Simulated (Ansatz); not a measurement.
Gas-phase electronic energies from Ansatz, PBE0-D4/def2-TZVP geometries. CCSD(T)/CBS is the MP2 limit (def2-TZVPP, def2-QZVPP) plus CCSD(T) − MP2 in def2-TZVPP, frozen cores. Functionals use def2-TZVPP. B3LYP here is the variant with VWN-RPA as its local correlation; programs differ in this. Open shells (•) are unrestricted, without spin–orbit coupling. For Ga, Se outer-core shells are correlated without core-valence functions, which leaves a few kJ/mol of doubt a bond. Scalar relativity is left out up to krypton. One conformer a species, not always the lowest.

Reaction (homolysis of the Ga–Se bond): `C[CH2][GaH][SeH]` → `C[CH2][GaH]`• + `[SeH]`•

```csv
level,ΔE (kcal/mol),difference from CCSD(T)/CBS
PBE-D4,86.0,-4.4
B3LYP-D4,82.7,-7.7
ωB97M-V,84.4,-6.0
PBE,83.7,-6.7
PBE0,83.7,-6.7
B3LYP,79.1,-11.3
HF/def2-TZVPP,60.4,-30.0
MP2/def2-TZVPP,90.3,-0.1
SCS-MP2/def2-TZVPP,87.2,-3.2
CCSD/def2-TZVPP,83.9,-6.5
CCSD(T)/CBS,90.4,0
```

Largest T1 diagnostic among the species: 0.013.

The D4 term adds +3.6 kcal/mol with B3LYP and +2.0 kcal/mol with PBE0; it sums over pairs of atoms, weighted by their polarisabilities, and B3LYP, whose exchange is more repulsive, gets the larger term. In def2-TZVPP, CCSD(T) changes the Hartree–Fock value by +26.0 kcal/mol (the triples alone add +2.5 kcal/mol) and MP2 by +29.9 kcal/mol; breaking electron pairs costs correlation energy, which Hartree–Fock lacks.
